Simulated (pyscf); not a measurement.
## O=SiH–Cl, singlet

Gas-phase minimum from PySCF at ωB97X-D3(BJ)/def2-SVP, one conformer. O=SiH–Cl lies 15.5 kcal/mol over its isomer HO–Si:–Cl [singlet], and others may lie lower still (electronic energy, ωB97M-D3(BJ)). 

```
Si
O 1 1.5217
H 1 1.4757 2 126.84
Cl 1 2.0295 3 107.90 2 -179.99
```

Properties at ωB97X-D3(BJ)/def2-SVP:

| Property | Value |
|---|---|
| Harmonic wavenumbers, unscaled | 288, 560, 584, 868, 1276, 2336 cm⁻¹ |
| Zero-point energy | 8.5 kcal/mol |
| Rotational symmetry number | 1 |
| Entropy of this conformer at 298 K and 1 atm, rigid rotor and harmonic oscillator, modes under 100 cm⁻¹ raised to 100 | 274.8 J/(mol K) |
| Dipole moment | 3.18 D |

Single-point totals, which compare only within one level (frozen core for MP2 and CC):

| level | total energy (hartree) |
|---|---|
| ωB97X-D3(BJ)/def2-TZVP | -825.65781 |
| PBE/def2-TZVP | -825.21442 |
| r²SCAN/def2-TZVP | -825.53398 |
| B3LYP-D3(BJ)/def2-TZVP | -825.66629 |
| PBE0-D3(BJ)/def2-TZVP | -825.27162 |
| M06-2X/def2-TZVP | -825.55888 |
| ωB97M-D3(BJ)/def2-TZVP | -825.73468 |
| HF/def2-TZVPP | -823.97985 |
| MP2/def2-TZVPP | -824.52123 |
| CCSD/def2-TZVPP | -824.53915 |
| CCSD(T)/def2-TZVPP | -824.56462 |

The CCSD(T) − MP2 part came from Ansatz, without density fitting, on the same reference.
